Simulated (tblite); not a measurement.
Compound: C₆H₁₃As.
SMILES with atom numbers: `[CH3:1][AsH:2][CH2:3][CH:4]1[CH2:5][CH2:6][CH2:7]1` (hydrogens: H8, H9, H10 on C1; H11 on As2; H12, H13 on C3; H14 on C4; H15, H16 on C5; H17, H18 on C6; H19, H20 on C7)

Geometry (GFN2-xTB, Å), atoms numbered from 1 in this order:
```
atom  x, y, z in Å
C1     2.9662   -0.1517    0.4371
As2    1.5848   -1.5552    0.5555
C3     0.3712   -0.8337   -0.8452
C4    -0.3953    0.3666   -0.3294
C5    -1.6270    0.8247   -1.1361
C6    -2.4597    0.8168    0.1545
C7    -1.3078    0.1075    0.8822
H8     3.1456    0.1439   -0.5954
H9     2.6469    0.7243    1.0022
H10    3.9010   -0.5053    0.8706
H11    2.2874   -2.4821   -0.4081
H12    0.9460   -0.5637   -1.7362
H13   -0.3332   -1.6221   -1.1267
H14    0.2930    1.1966   -0.1486
H15   -1.5384    1.7852   -1.6408
H16   -1.9544    0.0779   -1.8579
H17   -2.6530    1.8163    0.5396
H18   -3.3998    0.2705    0.1094
H19   -0.9882    0.5515    1.8244
H20   -1.4907   -0.9572    1.0362
```

All values are computed: GFN2-xTB (tblite) harmonic vibrations without scaling, gas phase. Against measured fundamentals such values can be off by several per cent, at times by over 20. Modes of hydrogen on arsenic can be 10 to 20 % off. One conformer, not necessarily the lowest.

Harmonic wavenumbers (cm⁻¹): 42.6, 72.7, 83.2, 123.7, 166.6, 232.2, 292.1, 402.9, 570.7, 614.0, 659.7, 668.2, 734.4, 774.0, 805.1, 820.7, 840.3, 891.6, 914.3, 993.0, 1016.5, 1035.7, 1040.7, 1076.3, 1146.2, 1175.4, 1180.5, 1197.1, 1222.4, 1237.6, 1251.9, 1256.2, 1266.0, 1310.5, 1333.2, 1452.4, 1459.4, 1469.1, 1469.8, 1476.1, 1494.4, 1875.2, 2917.9, 2933.2, 2936.2, 2968.0, 2979.6, 2985.4, 2988.0, 2991.5, 2992.5, 3006.2, 3011.2, 3015.4.

A = 4179, B = 839.5, C = 813.1 MHz; mass 160.023 u (most abundant isotopes); point group C1, symmetry number 1.

Q: What is the zero-point energy?

A: ½Σν̃ = 37435 cm⁻¹ = 447.82 kJ/mol.

Q: Give the ideal-gas entropy at 350 K and 1 bar in the rigid-rotor, harmonic-oscillator model (classical rotation).

A: Translation 175.49, rotation 123.80, vibration 131.75: S = 431.0 J/(mol K).

Q: And Cp and H(350 K) − H(0)?

A: Cp = 170.48 J/(mol K), of which vibrations give 137.23 (their classical limit is 54 R = 449.0); H(350 K) − H(0) = 34.99 kJ/mol without the zero-point energy, 23.35 from vibrations.

Q: Which modes carry the vibrational entropy at 350 K?

A: 42.6 cm⁻¹: 22.81; 72.7 cm⁻¹: 18.39; 83.2 cm⁻¹: 17.28; 123.7 cm⁻¹: 14.03; 166.6 cm⁻¹: 11.62; 232.2 cm⁻¹: 9.01 J/(mol K); the other 48 give 38.62 together.

Q: How do the functions run with temperature in this model?

A: 
| T (K) | S (J/(mol K)) | Cp (J/(mol K)) | H − H(0) (kJ/mol) | G − H(0) (kJ/mol) | ln q(vib) |
| --- | --- | --- | --- | --- | --- |
| 100 | 295.3 | 75.1 | 5.50 | -24.02 | 1.91 |
| 200 | 356.1 | 105.5 | 14.45 | -56.77 | 4.38 |
| 300 | 406.6 | 147.7 | 27.04 | -94.93 | 6.68 |
| 500 | 502.6 | 232.3 | 65.37 | -185.94 | 11.30 |
| 800 | 631.8 | 316.4 | 148.79 | -356.63 | 18.31 |
| 1000 | 706.5 | 353.1 | 215.93 | -490.60 | 22.81 |

q(vib) and H(0) count from the zero-point level.

Q: What must be added to the electronic energy to get the Gibbs energy at 350 K and 1 bar?

A: ZPE + [H(350 K) − H(0)] − T·S = 447.82 + 34.99 − 150.87 = 331.94 kJ/mol.

Q: Blend soft modes into free rotors: weight 1/[1 + (100 cm⁻¹/ν̃)⁴] for the oscillator and the rest for a rotor with moment μB/(μ + B), μ = h/(8π²ν), B = 10⁻⁴⁴ kg m². What vibrational entropy results?

A: 118.41 J/(mol K) in place of 131.75, which changes −T·S at 350 K by +4.67 kJ/mol.

Hindered rotation and anharmonicity are outside this model. Other conformers, if any are populated, would add a mixing term that is left out. The structure is chiral; the term R ln 2 for an equal mix with its mirror image is left out.
